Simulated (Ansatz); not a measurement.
**Li⁺ ··· HBr**

The pair of Li⁺ (SMILES [Li+], atom 1) and HBr (SMILES Br, atoms 2–3), both closed shells, in one local arrangement (a lower one may exist), relaxed at PBE0-D4/def2-TZVP:

```csv
atom,x (Å),y (Å),z (Å)
Li1,0.1521,0.2641,-1.7639
Br2,-0.3706,-0.6435,0.4786
H3,0.2186,0.3794,1.2852
```

Program: Ansatz 0.2.0. Basis: def2-TZVPPD, with def2-QZVPPD for the basis limit. Cores are frozen in the correlated methods. Filled d shells of the heavier atoms are correlated. The outer core shell of Li, Na, Mg and K is correlated. The def2 sets are not built for correlating such inner shells, so the correlated values are less sure here. B3LYP uses VWN-RPA correlation. Extrapolation: Hartree–Fock as exp(−7.88 √X), correlation as X^−2.97. Interaction energies count from these two fragments, frozen as in the pair, with the counterpoise correction; negative means bound.

(1) What is the interaction energy by CCSD(T) at an estimated basis limit (MP2 extrapolated from triple and quadruple zeta, plus CCSD(T) − MP2 in triple zeta)? (Judge from chemistry; the value comes from the calculation.)

(2) Which atoms make the shortest contact between the fragments?

The T1 diagnostic stays at or below 0.006.

## Answers

(1) By the calculation: -16.38 kcal/mol. Hartree–Fock alone gives -16.18 kcal/mol at the basis limit. It counts from the two fragments frozen as in the pair.

The same quantity by other methods in triple zeta, and each one's difference from that estimate:
```csv
method,E_int (kcal/mol),difference
PBE-D4,-17.59,-1.21
revPBE-D4,-17.20,-0.82
BLYP-D4,-17.54,-1.16
r2SCAN-D4,-15.56,0.82
B97M-V,-16.22,0.16
PBE0-D4,-17.35,-0.97
B3LYP-D4,-17.50,-1.12
HSE06-D4,-17.36,-0.98
wB97X-V,-16.63,-0.25
wB97M-V,-16.63,-0.25
B2PLYP,-16.63,-0.25
HF,-15.51,0.87
MP2,-15.32,1.06
CCSD,-15.30,1.08
CCSD(T),-15.27,1.11
```
Differences are method less estimate.

(2) Li1 and Br2, 2.48 Å apart.

Basis-set superposition shift (counterpoise-corrected less uncorrected): CCSD(T) 0.57; MP2 0.55; HF 0.05; PBE0-D4 0.05; wB97M-V 0.06 kcal/mol.

For scale, one of the runs: CCSD(T)/def2-TZVPPD, 96 basis functions, launched by `ansatz run in.yaml --threads 2 --pin off --events-out ev --progress --plain --max-ram 5222MiB`. Hardware: 2 CPU threads, shared host. Wall time about 1.5 s.
